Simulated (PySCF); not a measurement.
Ge(H)(F)2(OMe) (CH₄F₂GeO), SMILES C[O][GeH]([F])[F]. Atoms are numbered in the order given.

```xyz
9

Ge     0.4517     0.3196     0.0000
F      0.8456    -0.6793    -1.3615
F      0.8456    -0.6793     1.3615
O     -1.2684     0.6314     0.0000
C     -2.2192    -0.4273     0.0000
H      1.2493     1.6129     0.0000
H     -2.1193    -1.0628     0.8967
H     -3.2218     0.0253     0.0000
H     -2.1193    -1.0628    -0.8967
```
Charge 0, spin multiplicity 1.

The structure is a stationary point at B3LYP-D3(BJ)/def2-SVP. This is a generated structure with no PubChem entry under its InChIKey; it may be hypothetical. The values are those of a single conformer.

Two levels are set side by side: PBE/pcSseg-1 (PySCF) and B3LYP/pcSseg-1 (PySCF). GIAO shifts against CFCl3 (¹⁹F), GeH4 (⁷³Ge), H2O (¹⁷O), TMS (¹H), TMS (¹³C) at the same level; non-relativistic, no solvent, atoms listed together averaged. Differences are taken from unrounded values.

```json
[
 {"quantity": "δ(⁷³Ge) of Ge1 (ppm)", "B3LYP": "278.7"},
 {"quantity": "δ(¹⁹F) of F2, F3 (ppm)", "B3LYP": "-162.5"},
 {"quantity": "δ(¹⁷O) of O4 (ppm)", "B3LYP": "62.8"},
 {"quantity": "δ(¹³C) of C5 (ppm)", "B3LYP": "58.2"},
 {"quantity": "δ(¹H) of H6 (ppm)", "B3LYP": "5.91"}
]
```

### Question
What does PBE give, and how far is it from B3LYP? (An estimate is asked for; the answer gives what the named calculation found.)

### Answer

| quantity | PBE | PBE minus B3LYP |
|---|---|---|
| δ(⁷³Ge) of Ge1 (ppm) | 311.0 | 32.3 |
| δ(¹⁹F) of F2, F3 (ppm) | -169.3 | -6.8 |
| δ(¹⁷O) of O4 (ppm) | 76.3 | 13.6 |
| δ(¹³C) of C5 (ppm) | 58.8 | 0.6 |
| δ(¹H) of H6 (ppm) | 6.16 | 0.25 |

Rough cost on one machine, each run with all the roots and properties that it gave: B3LYP against PBE within a factor of 2.
